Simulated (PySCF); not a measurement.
BBr₃, charge +1, multiplicity 2. Atoms are numbered in the order given.

```xyz
4

B      0.0000     0.0000     0.0000
Br     1.8947     0.0000     0.0000
Br    -0.9473    -1.6408     0.0000
Br    -0.9473     1.6408     0.0000
```
Charge +1, spin multiplicity 2.

Geometry optimised at PBE-D3(BJ)/def2-SVP. The multiplicity is an assumed one; no other spin state was optimised. The isomer is the one that the SMILES or the coordinates give; other isomers of the formula were not compared.

Method: ωB97X/def2-TZVP (PySCF).

ESP charges are fitted to the potential on shells at 1.4 to 2.0 van der Waals radii. Atomic charges (e):

| atom | meta-Löwdin | ESP fit | Mulliken | Mulliken spin |
|---|---|---|---|---|
| B1 | 0.05 | -0.32 | -0.04 | -0.09 |
| Br2 | 0.32 | 0.44 | 0.35 | 0.36 |
| Br3 | 0.32 | 0.44 | 0.35 | 0.36 |
| Br4 | 0.32 | 0.44 | 0.35 | 0.36 |

Computed Mayer and Wiberg (Löwdin basis) orders of the bonds:
```
bond    Mayer  Wiberg
------  -----  ------
B1–Br2   1.37    2.12
B1–Br3   1.37    2.12
B1–Br4   1.37    2.12
```
